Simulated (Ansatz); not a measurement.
`[CH3][GeH]([F])[Br]` + `C[SiH](F)[GeH3]` → `[CH3][GeH]([F])[GeH3]` + `C[SiH](F)Br`  (redistribution)

Program: Ansatz. Geometries: PBE0-D4/def2-TZVP. ΔE: electronic, gas phase. CCSD(T)/CBS adds triple-zeta CCSD(T) − MP2 to the extrapolated MP2 energy (def2 sets, frozen cores). DFT in def2-TZVPP. For Br, Ge outer-core shells are correlated without core-valence functions, which leaves a few kJ/mol of doubt a bond. Scalar relativity is left out up to krypton.

| level | ΔE (kJ/mol) |
| --- | --- |
| PBE-D4 | -28.1 |
| r2SCAN-D4 | -30.3 |
| PBE0-D4 | -29.0 |
| PBE0 | -29.0 |
| MP2/def2-TZVPP | -33.9 |
| HF/def2-QZVPP | -28.2 |
| SCS-MP2/def2-QZVPP | -33.7 |
| MP2/CBS(def2) | -37.1 |

(1) What does CCSD(T)/CBS give? (Best estimate.)

Largest T1 diagnostic among the species: 0.012.

## Answers

(1) Ansatz gave: -33.6 kJ/mol. The listed levels differ from it by 5.5, 3.3, 4.6, 4.6, -0.3, 5.4, -0.1, -3.5 kJ/mol.
